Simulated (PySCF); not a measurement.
## C6H11N3OSi: full NMR table

```
Formula                               : C6H11N3OSi
SMILES                                : Cc1nn([SiH](C)C)nc1C=O
InChI                                 : InChI=1S/C6H11N3OSi/c1-5-6(4-10)8-9(7-5)11(2)3/h4,11H,1-3H3
Point group of the computed structure : Cs
Degrees of unsaturation               : 4
Carbon signals                        : 5
Proton signals                        : 4
```

Molfile (atoms numbered from 1):
```
C6H11N3OSi
     RDKit          3D

 22 22  0  0  0  0  0  0  0  0999 V2000
    2.7972   -0.8540    1.1524 C   0  0  0  0  0  0  0  0  0  0  0  0
    1.6785   -0.1891    0.4528 C   0  0  0  0  0  0  0  0  0  0  0  0
    0.4070   -0.5072    0.6015 N   0  0  0  0  0  0  0  0  0  0  0  0
   -0.2712    0.3154   -0.1907 N   0  0  0  0  0  0  0  0  0  0  0  0
   -2.0485    0.2420   -0.3085 Si  0  0  0  0  0  4  0  0  0  0  0  0
   -2.6963    0.5646    1.4442 C   0  0  0  0  0  0  0  0  0  0  0  0
   -2.4520   -1.5079   -0.9175 C   0  0  0  0  0  0  0  0  0  0  0  0
    0.4807    1.1546   -0.8511 N   0  0  0  0  0  0  0  0  0  0  0  0
    1.7342    0.8826   -0.4831 C   0  0  0  0  0  0  0  0  0  0  0  0
    2.8809    1.6010   -0.9958 C   0  0  0  0  0  0  0  0  0  0  0  0
    4.0290    1.3868   -0.6896 O   0  0  0  0  0  0  0  0  0  0  0  0
    3.3516   -0.1232    1.7392 H   0  0  0  0  0  0  0  0  0  0  0  0
    3.4886   -1.2757    0.4245 H   0  0  0  0  0  0  0  0  0  0  0  0
    2.4176   -1.6388    1.8005 H   0  0  0  0  0  0  0  0  0  0  0  0
   -2.3407    1.3035   -1.2707 H   0  0  0  0  0  0  0  0  0  0  0  0
   -2.4030    1.5490    1.7984 H   0  0  0  0  0  0  0  0  0  0  0  0
   -3.7795    0.5079    1.4844 H   0  0  0  0  0  0  0  0  0  0  0  0
   -2.2969   -0.1677    2.1415 H   0  0  0  0  0  0  0  0  0  0  0  0
   -3.5230   -1.6670   -0.9925 H   0  0  0  0  0  0  0  0  0  0  0  0
   -2.0209   -1.6958   -1.8970 H   0  0  0  0  0  0  0  0  0  0  0  0
   -2.0514   -2.2537   -0.2354 H   0  0  0  0  0  0  0  0  0  0  0  0
    2.6076    2.3921   -1.7187 H   0  0  0  0  0  0  0  0  0  0  0  0
  1  2  1  0
  2  3  2  0
  3  4  1  0
  4  5  1  0
  5  6  1  0
  5  7  1  0
  4  8  1  0
  8  9  2  0
  9 10  1  0
 10 11  2  0
  9  2  1  0
  1 12  1  0
  1 13  1  0
  1 14  1  0
  5 15  1  0
  6 16  1  0
  6 17  1  0
  6 18  1  0
  7 19  1  0
  7 20  1  0
  7 21  1  0
 10 22  1  0
M  END
```

Computed data (PySCF 2.14): geometry from GFN2-xTB, σ from GIAO-PBE0/pcSseg-1. Non-relativistic, a single conformation, rapidly exchanging positions averaged, isolated molecule.

Chemical shifts δ = σref − σ; TMS for ¹H (σref 31.72) and ¹³C (σref 186.93) and ²⁹Si (σref 349.16); NH3 for ¹⁵N (σref 267.73); ¹⁷O (σref 336.08) against H2O, all at this level.

| carbon | δC, type | δH (multiplicity) | HMBC from (2–3 bonds) | span of the C tensor (ppm) |
| --- | --- | --- | --- | --- |
| C1 | 15.2, CH3 | 2.81 (s) | – | 26 |
| C2 | 156.5, C | – | H22, H12/H13/H14 | 170 |
| C6/C7 | -0.8, CH3 | 0.55 (d) | H15, H16/H17/H18/H19/H20/H21 | 14 |
| C9 | 151.2, C | – | H22, H12/H13/H14 | 142 |
| C10 | 191.8, CH | 10.56 (s) | – | 190 |

Other nuclei:
```json
{"atoms": "H15", "nucleus": "¹H", "environment": "hydrogen on a silicon bonded to 2 C, N", "δ (ppm)": "5.61", "σ (ppm)": "26.11"}
{"atoms": "Si5", "nucleus": "²⁹Si", "environment": "silicon bonded to 2 C, N, H", "δ (ppm)": "4.5", "σ (ppm)": "344.6"}
{"atoms": "N8", "nucleus": "¹⁵N", "environment": "pyridine-type nitrogen of an azole", "δ (ppm)": "401.9", "σ (ppm)": "-134.1"}
{"atoms": "N3", "nucleus": "¹⁵N", "environment": "pyridine-type nitrogen of an azole", "δ (ppm)": "367.7", "σ (ppm)": "-99.9"}
{"atoms": "N4", "nucleus": "¹⁵N", "environment": "pyrrole-type ring nitrogen", "δ (ppm)": "286.5", "σ (ppm)": "-18.8"}
{"atoms": "O11", "nucleus": "¹⁷O", "environment": "aldehyde oxygen", "δ (ppm)": "668.9", "σ (ppm)": "-332.9"}
```

- Carbon types of the structure: 2 × C, 1 × CH, 3 × CH3, leaving 1 H on heteroatoms.
- δC 191.8: aldehyde carbonyl carbon; the double bond to the heteroatom, with no lone-pair donor beside it, deshields it most.
- δC 156.5, 151.2: substituted aromatic carbon next to a ring nitrogen.
- δC 15.2: methyl carbon on an aromatic ring; aliphatic region, no heteroatom directly attached.
- δH 10.56: hydrogen on an aldehyde carbonyl carbon; the formyl region, downfield of aromatic protons.
- δH 0.55: hydrogen on a methyl carbon bonded to Si; an electropositive neighbour shields it, as in TMS itself.

Shifts are as computed. Against solution values, carbons near 30 ppm lie about +3 ppm off and those near 130 ppm about +5 ppm. Of 1211 compounds with measured shifts, 218 miss one by over three times the rms of a fit or turn the order of signals round; such compounds aren't used in these exercises. Unscaled 17O shifts of doubly bonded oxygen tend to come out too high, by tens of ppm or more. Experimental scales use liquid or dissolved standards, which lie at an offset from isolated NH3 (liquid NH3: subtract about 20 ppm) and H2O (liquid H2O: subtract about 36 ppm). Unscaled 15N shifts of sp2 nitrogen come out 20 to 40 ppm too high even then. No couplings were computed; multiplicities are counted from neighbouring protons, with m where these are inequivalent, close in shift, in a saturated or five-membered ring or joined by F or P, and br s for small geminal =CH2 splittings.
